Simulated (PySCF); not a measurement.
Method: TPSSh-D3(BJ)/def2-TZVP // BP86-D3(BJ)/def2-SVP in PySCF. All species are isolated molecules in the gas phase. One relaxed conformer stands for a flexible species; it need not be the lowest. 

Reference species: [Hf(Cl)3(OH)] (neutral, multiplicity 1).

```json
{
 "mean_distance_from_the_central_atom_to_its_bonded_neighbours": "2.241 Å",
 "LUMO": "-1.95 eV"
}
```

Changed species: [Hf(Cl)4] (0 of 4 Cl replaced by OH; the reference has 1 of 4 Cl replaced by OH).

Question: What does the change do to the mean distance from the central atom to its bonded neighbours and LUMO?

Answer: the mean distance from the central atom to its bonded neighbours goes up by 0.097 Å, to 2.338 Å; the LUMO drops by 0.73 eV, to -2.68 eV.
